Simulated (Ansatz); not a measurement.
Computed with Ansatz on PBE0-D4/def2-TZVP structures; ΔE is electronic, products minus reactants. CCSD(T)/CBS adds triple-zeta CCSD(T) − MP2 to the extrapolated MP2 energy (def2 sets, frozen cores). Functionals use def2-TZVPP. B3LYP here is the variant with VWN-RPA as its local correlation; programs differ in this. Each species was taken in one conformer, which may not be the lowest.

Consider the formal exchange of groups at a B–H bond: `[BH2][AlH][O]C` + `C/N=C/S` → `C[O][AlH][BH]S` + `C=NC`.

```tsv
level	ΔE (kcal/mol)	difference from CCSD(T)/CBS
PBE-D4	-33.4	0.1
PBE0-D4	-33.3	0.2
ωB97M-V	-33.1	0.4
B2PLYP	-32.5	1.0
PBE	-33.0	0.5
r2SCAN	-33.1	0.4
PBE0	-32.9	0.6
B3LYP	-31.8	1.7
HF/def2-TZVPP	-30.1	3.4
MP2/def2-TZVPP	-33.5	0.0
SCS-MP2/def2-TZVPP	-32.4	1.1
CCSD/def2-TZVPP	-33.1	0.4
CCSD(T)/def2-TZVPP	-33.7	-0.2
HF/def2-QZVPP	-29.8	3.7
HF/CBS(def2)	-29.8	3.7
MP2/CBS(def2)	-33.2	0.3
CCSD(T)/CBS	-33.5	0
```

Largest T1 diagnostic among the species: 0.015.

In def2-TZVPP, CCSD(T) changes the Hartree–Fock value by −3.7 kcal/mol (the triples alone add −0.6 kcal/mol) and MP2 by −3.4 kcal/mol.
